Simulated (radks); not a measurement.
Removal energies from neutral lanthanum, [Xe] 5d2 6s1, by Delta-SCF beside the eigenvalue of the level emptied. Method: scalar-relativistic Kohn-Sham, PBEsol, spin-polarised, spherical densities, finite nucleus; Fermi nuclear charge, rms radius of each element as measured or else 0.836 A^(1/3) + 0.57 fm; computed with a radial shooting solver on a logarithmic mesh with Libxc functionals. Open shells are filled with parallel spins first.

removed from        final configuration  Delta-SCF (eV)  -eigenvalue (eV)
5d                         [Xe] 5d1 6s1           5.616             2.548
6s                             [Xe] 5d2           5.640             3.538
5p            [Kr] 4d10 5s2 5p5 5d2 6s1          24.297            20.301
5s            [Kr] 4d10 5s1 5p6 5d2 6s1          41.303            36.851
